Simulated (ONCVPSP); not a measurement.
## Plane-wave convergence, ONCV potential for Ca (Z = 20)

| Item | Value |
| --- | --- |
| Element | Ca (Z = 20) |
| Generator | ONCVPSP 4.0.1 |
| Type | optimised norm-conserving Vanderbilt (ONCV) |
| Functional | LDA (Perdew-Wang 92) |
| Relativity | scalar-relativistic |
| Frozen core | [Ne] |
| Valence charge | 10 |
| Reference configuration | 3s2 3p6 4s2 |
| Partial waves | 3s+4s: rc 1.65 bohr, ncon 5, nbas 8, qcut 6.7 1/bohr, 2 projectors; 3p: rc 1.70 bohr, ncon 4, nbas 7, qcut 10.1 1/bohr, 2 projectors, debl 3 Ha; d scattering state at 0.2 Ha: rc 1.40 bohr, ncon 5, nbas 9, qcut 8.2 1/bohr, 1 projector; f scattering state at 0.25 Ha: rc 1.80 bohr, ncon 4, nbas 7, qcut 7 1/bohr, 2 projectors, debl 1.7 Ha |
| Local potential | polynomial inside 1.10 bohr (lpopt 3, dvloc0 6 Ha) |
| Core correction | Teter function fitted to the true core (icmod 2), fcfact 0.4 |

In the d channel the program set the typed energies aside and used 0.050 Ha.

Q: For each optimised wave give the share of its norm inside rc, the residual kinetic energy above qcut (Ha) and the cutoffs (Ha) for errors of 10, 1, 0.1 and 0.01 mHa per electron.

A:

| wave | norm inside rc | residual KE | 10 mHa | 1 mHa | 0.1 mHa | 0.01 mHa |
| --- | --- | --- | --- | --- | --- | --- |
| 3s | 0.873 | 2.0e-04 | 14.3 | 19.0 | 31.7 | 60.0 |
| 4s | 0.036 | 4.0e-05 | 7.6 | 15.7 | 20.6 | 33.9 |
| 3p | 0.817 | 1.4e-08 | 10.7 | 14.2 | 25.7 | 35.0 |
| p projector 2 | 0.114 | 1.2e-08 | 10.9 | 14.8 | 27.6 | 36.3 |
| d projector 1 | 0.042 | 1.7e-04 | 18.2 | 27.4 | 38.4 | 134.5 |
| f projector 1 | 0.002 | 5.8e-08 | 1.0 | 2.6 | 6.9 | 13.2 |
| f projector 2 | 0.177 | 6.9e-05 | 11.9 | 18.4 | 23.6 | 38.3 |

The occupied waves need 19 Ha and 32 Ha for 1 and 0.1 mHa. Rows with under 1 % of the norm inside rc give no meaningful cutoff.
